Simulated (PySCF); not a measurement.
# Diatomics with 84 electrons

PBE0 in PySCF with def2-SVP on every atom (core potentials on Sn, Te, I), for the lowest determinant that a PBE0 search found; no spin–orbit coupling. All have 84 electrons, 10 of them in the valence shells, and the same state, a singlet (closed shell). For ions De leads to the atom and ion picked by measured ionisation energies and electron affinities.

```csv
species,difference of nuclear charges,Re (Å),ωe (cm⁻¹),k (mdyn/Å),De (eV),dissociates to,Mayer bond order
SnSe,16,2.339,339,3.25,4.53,Sn + Se,2.36
GeTe,20,2.345,337,3.15,4.36,Ge + Te,2.44
GaI,22,2.590,220,1.28,3.80,Ga + I,1.13
SnBr⁺,15,2.425,300,2.52,3.83,Sn⁺ + Br,1.53
GeI⁺,21,2.406,307,2.59,3.89,Ge⁺ + I,1.85
```

These are scalar-relativistic numbers at best; spin–orbit coupling would shift them, the dissociation energy most. For an ion De counts to the pair picked by the measured ionisation energies or electron affinities, which need not be the lowest pair at this level.
